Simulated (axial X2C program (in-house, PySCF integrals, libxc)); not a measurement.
# RuCl⁺: cheaper levels and CCSD(T), with spin–orbit coupling

Computed with an in-house all-electron X2C program for linear molecules (integrals from PySCF). Two-component (2c) means X2C with spin–orbit coupling and atomic mean-field two-electron Coulomb and Gaunt terms. Basis: Ru dyall-cv3z [12s12p8d5f3g], Cl dyall-av3z [9s8p3d2f] (cores contracted in-house); Gaussian nuclei, density fitting, unrestricted open shells. Masses: Ru 101.904 u, Cl 34.969 u.

State: Ω = 4 (⟨Sz⟩ = 1.99, ⟨Lz⟩ = 2.01 at HF); fragments Ru+ + Cl.

```csv
level,Re (Å),ωe (cm⁻¹)
PBE0,2.147,454.0
HF,2.234,428.3
MP2,2.146,454.7
CCSD,2.163,452.3
BP86,2.154,436.4
```

Correlated methods: 14 electrons correlated (number of frozen shells: Ru 4 s, 3 p, 1 d; Cl 2 s, 1 p), 290 virtual spin orbitals or spinors in MP2, 90 natural virtuals in coupled cluster.

CCSD(T), same Hamiltonian and basis:

Re = 2.161 Å, ωe = 451.5 cm⁻¹; T1 = 0.032 (Lee–Taylor normalisation).

Give the differences from CCSD(T) in the columns below.



```json
{"level": "PBE0", "ΔRe (Å)": "-0.014", "Δωe (cm⁻¹)": "2"}
{"level": "HF", "ΔRe (Å)": "0.073", "Δωe (cm⁻¹)": "-23"}
{"level": "MP2", "ΔRe (Å)": "-0.015", "Δωe (cm⁻¹)": "3"}
{"level": "CCSD", "ΔRe (Å)": "0.002", "Δωe (cm⁻¹)": "1"}
{"level": "BP86", "ΔRe (Å)": "-0.007", "Δωe (cm⁻¹)": "-15"}
```

Occupations by symmetry block were frozen at the best pattern of an incomplete PBE0 search. De is not given where an atomic determinant may have missed its ground term or J level, or where the truncated virtual space spoils (T). Density functionals use the spin component along the axis (collinear). Coupled cluster ran in a truncated set of natural virtual spinors; the MP2 energy of the rest was added. (T) has no such correction and the atoms are truncated less, which lowers De at CCSD(T) by a hundredth of an eV or more. PBE0 can misorder states that lie within some tenths of an eV, so this need not be the ground state of the molecule. The nearest other 2c determinant of the search, Ω = 3, lies 0.48 eV up at the distance of the search. The functionals have no current-density term, which raises determinants with orbital currents, atoms included. With several unpaired electrons one determinant need not be a pure state. Open-shell Ω = 0 determinants with evenly filled partner blocks cannot be reached by this program, so the Ω shown need not be the lowest component.
